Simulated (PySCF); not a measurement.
[Rh(H2O)6]3+ by CASSCF and spin-orbit coupling

[Rh(H2O)6]3+: Rh(III) (d6), charge +3. The structure is a PBE0-D3(BJ)/def2-SVP, IEF-PCM water geometry optimised for multiplicity 1; coordination octahedral, point group C1, metal–donor distances 2.02 Å.

The d shell alone is too small an active space for [Rh(H2O)6]3+ (an active orbital has only 0.68 squared overlap with the free ion's shell): its levels, fitted parameters, g values and moments show what this model gives and aren't sound predictions.

```
19

Rh    0.000    0.000    0.000
O     2.016    0.063   -0.064
H     2.404    0.871    0.320
H     2.494   -0.692    0.325
O    -2.017   -0.066    0.067
H    -2.486    0.723   -0.262
H    -2.412   -0.835   -0.384
O     0.063    2.016    0.064
H    -0.310    2.404    0.877
H    -0.338    2.493   -0.686
O    -0.065   -2.016   -0.065
H     0.354   -2.491    0.676
H     0.300   -2.398   -0.885
O    -0.065    0.063    2.016
H     0.691   -0.329    2.491
H    -0.870   -0.335    2.398
O     0.065   -0.066   -2.017
H     0.848    0.364   -2.408
H    -0.712    0.281   -2.492
```

Method (PySCF 2.14, density fitting): CASSCF(6,5) with orbitals averaged over all microstates of the shell, strongly contracted NEVPT2 on the averaged canonical orbitals; basis x2c-TZVPall on the metal, x2c-SVPall elsewhere; spin-free X2C; IEF-PCM water; spin-orbit coupling by state interaction with the mean-field operator over all roots.

## Spin-free states

```
2S+1  deg.  cubic parent  free-ion term  CASSCF / cm⁻¹  NEVPT2 / cm⁻¹    f(ED)          occupations
   1     1     1A1g 1.00        1G 0.54              0              0        –  2.0 2.0 2.0 0.0 0.0
   3     1     3T1g 1.00        3H 0.43          16659          21812        –  1.6 1.8 1.6 0.6 0.4
   3     1     3T1g 1.00        3H 0.43          16751          21867        –  1.8 1.6 1.6 0.6 0.4
   3     1     3T1g 1.00        3H 0.43          16769          21930        –  1.6 1.6 1.8 0.3 0.7
   3     1     3T2g 1.00        3G 0.37          21902          26416        –  1.6 1.7 1.6 0.4 0.6
   3     1     3T2g 1.00        3G 0.37          21982          26547        –  1.4 1.8 1.8 0.7 0.4
   3     1     3T2g 1.00        3G 0.41          22317          26589        –  2.0 1.4 1.5 0.5 0.6
   1     1     1T1g 1.00        1I 0.56          23254          27925  4.5e-08  1.6 1.9 1.5 0.5 0.6
   1     1     1T1g 0.99        1I 0.58          23313          27943  2.4e-07  2.0 1.3 1.7 0.8 0.2
   1     1     1T1g 1.00        1I 0.56          23364          28087  1.4e-07  1.4 1.8 1.8 0.3 0.7
   5     1     5T2g 1.00        5D 1.00          24091          35673        –  2.0 1.0 1.0 1.0 1.0
   5     1     5T2g 1.00        5D 1.00          24270          35887        –  1.0 2.0 1.0 1.0 1.0
   5     1     5T2g 1.00        5D 1.00          24416          36083        –  1.0 1.0 2.0 1.0 1.0
   1     1     1T2g 1.00        1D 0.35          33391          36444  2.5e-07  1.6 1.7 1.6 0.4 0.7
   1     1     1T2g 1.00        1D 0.35          33479          36580  1.7e-07  1.4 1.8 1.8 0.7 0.4
   1     1     1T2g 0.99        1D 0.33          34192          36797  5.5e-07  2.0 1.4 1.5 0.5 0.6
   3     1     3T1g 0.99        3H 0.62          40587          49829        –  1.6 1.1 1.2 1.2 0.8
   3     1     3T1g 0.99        3H 0.61          40679          49941        –  1.3 1.5 1.1 0.7 1.3
   3     1     3T1g 0.99        3H 0.60          40779          50032        –  1.1 1.4 1.5 1.1 0.9
   3     1     3T2g 0.99        3H 0.57          41268          50631        –  1.8 1.1 1.1 1.0 1.0
   3     1     3T2g 0.99        3H 0.52          41573          50783        –  1.1 1.9 1.1 1.0 1.0
   3     1     3T2g 0.99        3H 0.52          41671          50913        –  1.2 1.1 1.8 1.0 1.0
   3     1     3T1g 0.71        3G 0.49          44800          53898        –  1.3 1.6 1.1 1.1 0.9
   3     1      3Eg 0.74        3G 0.52          44869          54047        –  1.7 1.2 1.1 0.9 1.1
   3     1     3T1g 0.83        3G 0.49          45004          54156        –  1.1 1.3 1.6 0.9 1.1
```

Only the lowest 25 spin-free levels are listed. Energies are counted from the ground state at NEVPT2 level. Weights follow the labels. f(ED) is the electric-dipole oscillator strength from the ground state at the fixed geometry, without vibronic coupling; occupations, where given, run over the ligand-field orbitals from the lowest.

## Spin-orbit levels

```
E / cm⁻¹  deg.                            make-up
     0.0     1                          0.98 1A1g
 21333.8     1  0.42 3T1g + 0.41 3T1g + 0.12 3T1g
 21359.5     1  0.36 3T1g + 0.33 3T1g + 0.25 3T1g
 21449.2     1  0.55 3T1g + 0.29 3T1g + 0.14 3T1g
 21476.1     1  0.42 3T1g + 0.32 3T1g + 0.23 3T1g
 21491.0     1  0.54 3T1g + 0.28 3T1g + 0.15 3T1g
 22211.6     1  0.43 3T1g + 0.43 3T1g + 0.08 3T1g
 22245.5     1  0.45 3T1g + 0.41 3T1g + 0.07 3T1g
 22303.2     1              0.50 3T1g + 0.43 3T1g
 22953.0     1  0.35 3T1g + 0.32 3T1g + 0.29 3T1g
 25786.6     1  0.50 3T2g + 0.18 3T2g + 0.15 1T1g
 25855.6     1  0.34 3T2g + 0.31 3T2g + 0.14 3T2g
 25935.2     1  0.45 3T2g + 0.27 3T2g + 0.12 1T1g
 26418.2     1  0.52 3T2g + 0.27 3T2g + 0.14 3T2g
 26457.9     1  0.48 3T2g + 0.29 3T2g + 0.16 3T2g
 27189.2     1              0.54 3T2g + 0.43 3T2g
 27235.0     1              0.58 3T2g + 0.39 3T2g
 27277.4     1              0.52 3T2g + 0.45 3T2g
 27692.8     1  0.37 3T2g + 0.32 3T2g + 0.30 3T2g
 28580.6     1  0.60 1T1g + 0.24 1T1g + 0.09 3T2g
 28628.1     1  0.59 1T1g + 0.23 1T1g + 0.07 3T2g
 28761.7     1  0.83 1T1g + 0.09 3T2g + 0.04 3T2g
 35199.1     1  0.48 5T2g + 0.29 5T2g + 0.22 5T2g
 35224.8     1  0.41 5T2g + 0.38 5T2g + 0.20 5T2g
```

Only the lowest levels are listed: 24 of 210 states.

## Magnetism

The lowest spin-orbit level is 1-fold; the next lies at 21333.8 cm⁻¹. μeff is 0.46 μB at 300 K and 0.08 μB at 10 K; the ground state is a spin singlet, and the moment comes from mixing with excited states or their population.

| T / K | χT / cm³ K mol⁻¹ | μeff / μB |
| --- | --- | --- |
| 2 | 0.000 | 0.04 |
| 5 | 0.000 | 0.06 |
| 10 | 0.001 | 0.08 |
| 20 | 0.002 | 0.12 |
| 30 | 0.003 | 0.14 |
| 50 | 0.004 | 0.19 |
| 75 | 0.006 | 0.23 |
| 100 | 0.009 | 0.26 |
| 150 | 0.013 | 0.32 |
| 200 | 0.017 | 0.37 |
| 250 | 0.022 | 0.41 |
| 300 | 0.026 | 0.46 |

Powder magnetisation at 2 K: 0.00 μB at 0.5 T, 0.00 μB at 1 T, 0.00 μB at 2 T, 0.00 μB at 3 T, 0.00 μB at 5 T, 0.00 μB at 7 T.

NEVPT2 lifts 1T1g-like from 23254 to 27925 cm⁻¹; on the d shell alone it tends to overshoot states that fill the eg-type orbitals. NEVPT2 on the d shell alone tends to put d–d bands too high for such charged or covalently bound ions. Gaps between spin states lean to high spin in this active space.

The job took 41 s on one thread of Arm Neoverse V2 (shared host), with 207 basis functions and a peak of 1.1 GiB, launched as `OMP_NUM_THREADS=1 python lf_run.py task.json out`.
